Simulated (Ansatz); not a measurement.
BH₈NSSi₂ (`NB(S)[SiH2][SiH3]`). Total charge 0; spin multiplicity 1. The structure was optimised at the PBE0-D4/def2-TZVP level. It is one conformer, not always the lowest.

```xyz
13

N    -1.065   -1.362   -1.450
B    -1.070   -0.388   -0.454
S    -2.272   -0.363    0.902
Si    0.345    1.055   -0.435
Si    1.826    0.705    1.342
H    -1.720   -2.126   -1.497
H    -0.397   -1.359   -2.201
H    -2.983   -1.459    0.578
H    -0.246    2.416   -0.295
H     1.120    1.025   -1.713
H     2.925    1.710    1.346
H     2.435   -0.650    1.239
H     1.101    0.795    2.638
```

(1) What is the dipole moment at ωB97M-V/def2-TZVPP? (Estimate.)

(2) And with PBE, r2SCAN, B3LYP? (An estimate is asked.)

(3) Give the Mulliken charges with ωB97M-V, PBE, B3LYP in def2-TZVPP. (Best estimate.)

Answers

(1) The calculation gave: 3.06 D, with components (-0.66, -2.20, -2.03) D in this frame, pointing from negative to positive charge.

(2) Ansatz gave: PBE 3.09 D, r2SCAN 3.10 D, B3LYP 3.04 D.

(3) Ansatz gave: 
| atom | ωB97M-V | PBE | B3LYP |
| --- | --- | --- | --- |
| N1 | -0.19 | -0.23 | -0.23 |
| B2 | 0.12 | 0.16 | 0.18 |
| S3 | -0.17 | -0.20 | -0.20 |
| Si4 | -0.02 | 0.01 | 0.06 |
| Si5 | 0.04 | 0.09 | 0.14 |
| H6 | 0.12 | 0.15 | 0.14 |
| H7 | 0.14 | 0.18 | 0.17 |
| H8 | 0.09 | 0.08 | 0.07 |
| H9 | -0.02 | -0.05 | -0.06 |
| H10 | -0.04 | -0.07 | -0.09 |
| H11 | -0.02 | -0.05 | -0.06 |
| H12 | -0.03 | -0.05 | -0.07 |
| H13 | -0.02 | -0.04 | -0.05 |

B3LYP here is the variant with VWN-RPA as its local correlation; programs differ in this.
